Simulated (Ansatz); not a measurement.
Relaxed structures of AlBSiNH5, singlet (PBE0-D4/def2-TZVP; forces vanish, vibrations not checked; lower isomers may exist, and structures with a doubtful reference or unclear bonds are left out; Å). Ansatz 0.2.0; basis: def2-TZVPP; cores frozen in the correlated methods.

Problem. Rank them by CCSD(T) energy, lowest first, and give each one's height above the lowest. Links in brackets join atoms within 1.22 times the sum of their covalent radii (1.1 for two metals). (To be estimated.)
A.
AlBSiNH₅ ([BH][SiH][NH][AlH2])
```
9
angstrom
B 0.7187 1.3265 -1.1419
Si 0.3611 0.9263 0.6008
N 0.3665 -0.6934 1.1823
Al -0.7188 -2.0298 0.6963
H 1.1129 -0.9158 1.8292
H 0.8553 1.5707 -2.2881
H 0.1248 2.0057 1.5850
H -1.9154 -1.6954 -0.2761
H -0.3942 -3.4608 1.2905
```
B.
AlBSiNH₅ ([BH2][SiH][N][AlH2])
```
9
angstrom
B 0.5031 1.7315 -1.3397
Si 0.4344 0.9726 0.5058
N -0.1108 -0.5005 0.6848
Al -0.7287 -2.1373 0.7588
H -0.4401 2.2995 -1.8032
H 1.4537 1.5512 -2.0403
H 0.8954 1.8154 1.6501
H -2.2874 -2.3754 0.9402
H 0.2804 -3.3570 0.6435
```
C.
AlBSiNH₅ ([BH2]1[AlH]2[NH][SiH]12)
```
9
angstrom
B 0.0854 1.0318 -1.2314
Si 0.4668 1.3409 0.6342
N 0.1510 -0.1799 1.2958
Al -0.7632 -0.6532 -0.2466
H -0.3387 1.8367 -2.0039
H 1.0636 0.3831 -1.5809
H 0.6695 2.4026 1.6764
H -1.7043 -1.9306 -0.2653
H 0.3423 -0.5374 2.2178
```

Solution. Computed: C (0.00 kcal/mol), B (28.72 kcal/mol), A (45.23 kcal/mol). Heights count from the lowest.

The T1 diagnostic stays at or below 0.019. The restricted Hartree–Fock reference is unstable towards an unrestricted one at one or more of these structures.

For scale, one of the runs: CCSD(T)/def2-TZVPP, 216 basis functions, launched by `ansatz run in.yaml --threads 2 --pin off --events-out ev --progress --plain --max-ram 4352MiB`. The run took 27 s on 2 CPU threads of an Intel Xeon 6975P-C (shared host), with 3.2 GiB of host memory at its peak.
